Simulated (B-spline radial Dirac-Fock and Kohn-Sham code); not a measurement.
# Energy-loss ionisation edge N1 (4s) of Ho

System: the free holmium atom in the configuration [Xe] 4f11 6s2. Method: the first Born approximation with generalised oscillator strengths from a Dirac-Hartree-Slater potential (longitudinal and transverse terms; continuum final states only, so no white lines or fine structure). Computed with an atomic code on a B-spline grid. The edge is taken at 432.4 eV (tabulated value).

Partial cross sections σ(β, Δ) in barn, integrated over a window Δ above the edge and up to the collection semi-angle β, for parallel illumination:

```csv
E₀ (kV),β (mrad),Δ = 25 eV,Δ = 50 eV,Δ = 100 eV,Δ = 200 eV,Δ = 300 eV
60,10,?,?,?,?,?
60,20,191,361,651,1070,1350
60,100,415,798,1430,2400,3170
100,5,66.2,124,218,346,422
100,50,239,453,813,1370,1800
100,100,311,602,1090,1840,2450
120,50,226,429,767,1300,1700
200,5,70.9,134,240,389,485
200,10,102,194,351,582,738
200,20,132,251,456,771,995
200,50,195,373,670,1130,1490
300,5,72.6,138,248,407,513
300,20,122,232,422,717,931
300,100,175,341,619,1050,1400
```

Problem. Give the row for 60 kV and 10 mrad.

Solution. 119 b for 25 eV, 223 b for 50 eV, 396 b for 100 eV, 633 b for 200 eV, 780 b for 300 eV.
